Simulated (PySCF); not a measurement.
A structure optimised at B3LYP-D3(BJ)/def2-TZVP, used in a PySCF frequency run:

```xyz
5

Be     0.0000     0.0000    -0.0071
Se    -2.0322     0.0306     0.0302
H     -2.0913    -1.0095    -1.0124
Se     2.0322    -0.0306     0.0302
H      2.0913     1.0095    -1.0124
```

Task: Write its SMILES, formula and point group.

Result: [SeH][Be][SeH], BeH2Se2, C2

Task: What are its rotational constants (standard atomic weights)?

Result: 116.88, 0.76193, 0.76192 GHz
